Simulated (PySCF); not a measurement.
## Electric field gradients and quadrupole coupling constants

C6H9OP.
SMILES with atom numbers: `[CH3:1][C:2]1=[CH:3][P@:4]1(=[O:5])[CH:6]1[CH2:7][CH2:8]1` (hydrogens: H9, H10, H11 on C1; H12 on C3; H13 on C6; H14, H15 on C7; H16, H17 on C8)

Cartesian coordinates in Å at the GFN2-xTB level; atoms count from 1:
```xyz
17
C6H9OP angstrom
C      2.9318    0.7432    0.2052
C      1.7718   -0.1571    0.1002
C      1.4407   -1.3523   -0.4234
P      0.0990   -0.6527    0.5449
O     -0.3311   -1.1298    1.8654
C     -1.1782    0.1275   -0.4763
C     -2.5487   -0.4756   -0.3563
C     -2.2623    0.8403    0.2777
H      3.1204    0.9864    1.2505
H      2.7307    1.6769   -0.3205
H      3.8178    0.2751   -0.2225
H      1.9162   -2.1353   -0.9802
H     -0.8373    0.5070   -1.4282
H     -2.6554   -1.3299    0.2965
H     -3.1665   -0.5112   -1.2413
H     -2.6786    1.7367   -0.1572
H     -2.1773    0.8629    1.3545
```

Field gradients from the PBE0/pcSseg-1 density (PySCF, non-relativistic), principal values in atomic units, ordered |Vxx| ≤ |Vyy| ≤ |Vzz|:

```json
{"atom": "O5", "Vxx": "-0.2896", "Vyy": "-0.5345", "Vzz": "0.8242"}
```

Find the asymmetry η = (Vxx − Vyy)/Vzz and the couplings χ = eQV/h (234.96 MHz × Q in barn × V in au), with Q(17O) = −0.0256 b.

```tsv
atom	environment	nucleus	η	χzz (MHz)	χxx (MHz)	χyy (MHz)
O5	phosphoryl oxygen	17O	0.30	-4.957	1.742	3.215
```

What is Vzz at O5 in SI units (1 au = 9.71736 × 10²¹ V/m²)?

0.8242 au = 8.009 × 10²¹ V/m².

And the gradient at the other heavy atoms, for which no coupling is worked out here?

| atom | environment | Vzz (au) | η |
| --- | --- | --- | --- |
| C1 | allylic carbon | 0.099 | 0.26 |
| C2 | fully substituted alkene carbon | 0.393 | 0.65 |
| C3 | alkene CH carbon | 0.337 | 0.69 |
| P4 | phosphoryl phosphorus | -0.397 | 0.40 |
| C6 | sp3 carbon bound to phosphorus | 0.180 | 0.86 |
| C7 | three-membered-ring carbon | 0.194 | 0.28 |
| C8 | three-membered-ring carbon | 0.193 | 0.30 |

What couplings would deuterons (Q(2H) = 0.00286 b) have in place of the hydrogens, at this geometry?

```csv
atom,bonded to,bond length (Å),Vzz (au),η,χzz (kHz)
H9,C1,1.090,0.3090,0.02,208
H10,C1,1.090,0.3093,0.03,208
H11,C1,1.089,0.3092,0.03,208
H12,C3,1.072,0.3510,0.02,236
H13,C6,1.080,0.3300,0.08,222
H14,C7,1.080,0.3226,0.06,217
H15,C7,1.080,0.3311,0.06,223
H16,C8,1.080,0.3312,0.06,223
H17,C8,1.080,0.3223,0.06,217
```

The structure is a single GFN2-xTB conformer in the gas phase; no vibrational or solvent corrections. GFN2-xTB bond lengths can be off by several hundredths of an ångström, more for odd bonds, and the gradients follow them. These gradients aren't converged with respect to the basis.
